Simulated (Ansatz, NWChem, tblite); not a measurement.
# Ligand exchange: BrCl + KCl → Cl2 + KBr

Gas-phase species: BrCl (bromine chloride), singlet; KCl, singlet; Cl2, singlet; KBr, singlet. The partners trade Br for Cl: Cl–Br and K–Cl bonds give way to Cl–Cl and K–Br.

Shapes, held fixed at every level: PBE0-D4/def2-TZVP; BrCl at the measured bond length. Programs: Ansatz 0.2.0, NWChem 7.3.0, tblite 0.8.0. A level may come from different programs for different species; with the same settings they agree closely. Electronic energies: no zero-point or thermal term.

| level | kind | ΔE (kJ/mol) |
| --- | --- | --- |
| GFN1-xTB | semi-empirical | +107.7 |
| HF/3-21G | Hartree–Fock | +96.5 |
| HF/def2-SVP | Hartree–Fock | +15.1 |
| r2SCAN/STO-3G | meta-GGA | +108.2 |
| BHLYP/STO-3G | global hybrid | +107.4 |
| MP2/STO-3G | perturbation theory | +103.8 |
| CCSDTQ/STO-3G | coupled cluster or CI | +99.1 |
| B3LYP/6-31G* (Cartesian functions) | global hybrid | +32.8 |

B3LYP/6-31G* (Cartesian functions) gives ΔE = +32.8 kJ/mol; the levels span +15.1 to +108.2. GFN1-xTB strays far from the other rows. The median of the levels is +101.5. No measured value is set beside it here. Relativity is left out for Br. Outer-core shells of Br, K are correlated, in sets that cover them unevenly. Sets without diffuse functions underbind ionic bonds of s-block metals. Rows in sets without polarisation functions are far from converged.
